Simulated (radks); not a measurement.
Spherical quantum dot in the effective-mass picture: electrons in a parabolic well V = omega^2 r^2 / 2 with omega = 0.189, with a point charge +1 (a donor) at the centre, all in effective atomic units (hartree* = m*/eps^2 hartree, bohr* = eps/m* bohr), one dielectric constant everywhere. Calculated with a radial shooting solver with Libxc functionals: non-relativistic Kohn-Sham, r2SCAN, spin-polarised, spherical densities, generalised Kohn-Sham scheme. Levels are named by radial order and angular momentum (1s, 1p, 1d, 2s, ...), and open shells are averaged over m. Results are scaled to m* = 0.102 and eps = 6.7, for which hartree* = 61.83 meV and bohr* = 3.476 nm.

N = 13, configuration 1s2 1p6 1d(up 3, down 0) 2s2. This is the lowest configuration that the search found. Occupied levels:

level    occupation  eigenvalue (meV)  <r> (nm)
1s up             1            144.37     11.20
1s down           1            144.50     10.17
1p up             3            150.82     18.70
1p down           3            152.25     18.13
2s up             1            152.99     15.38
2s down           1            154.34     15.98
1d up             3            156.08     20.51

Energy (meV): total 1086.30, kinetic 128.66, external 171.72, Hartree 938.40, exchange-correlation -152.48.
